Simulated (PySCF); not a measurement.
Meta-tolunitrile, C8H7N.
Geometry (PBE0-D3(BJ)/def2-SVP, Å), atoms numbered from 1 in this order:
```
atom  x, y, z in Å
C1    -2.549   -0.705   -0.123
C2    -1.159   -0.141   -0.081
C3    -0.939    1.232   -0.256
C4     0.347    1.766   -0.246
C5     1.449    0.939   -0.057
C6     1.247   -0.436    0.123
C7     2.369   -1.303    0.325
N8     3.279   -2.003    0.487
C9    -0.051   -0.968    0.112
H10   -2.600   -1.693    0.356
H11   -3.267   -0.042    0.380
H12   -2.891   -0.825   -1.165
H13   -1.796    1.896   -0.403
H14    0.493    2.839   -0.383
H15    2.462    1.345   -0.044
H16   -0.188   -2.042    0.257
```

The closed-shell ground state was solved at several levels (PySCF, density fitting, gas phase, non-relativistic).

| level | basis functions | total energy (Eh) | HOMO (eV) | LUMO (eV) | gap (eV) | dipole (D) |
| --- | --- | --- | --- | --- | --- | --- |
| B3LYP/pcJ-1 | 313 | -363.8252 | -7.40 | -1.72 | 5.68 | 4.97 |
| B3LYP/def2-SVPD | 236 | -363.5631 | -7.42 | -1.78 | 5.64 | 5.03 |
| PBE0/pcSseg-1 | 188 | -363.3277 | -7.64 | -1.57 | 6.07 | 4.99 |

Estimate the row for mPW1PW91/pcSseg-1, a basis of 188 functions; the other rows only guide the guess.

Total energy -363.6737 Eh, HOMO -7.66 eV, LUMO -1.59 eV, gap 6.07 eV, dipole 5.01 D.

How far do the dipole and the HOMO energy spread over the levels?

The dipole runs from 4.97 to 5.03 D (mean 5.00 D) and the HOMO from -7.66 to -7.40 eV.
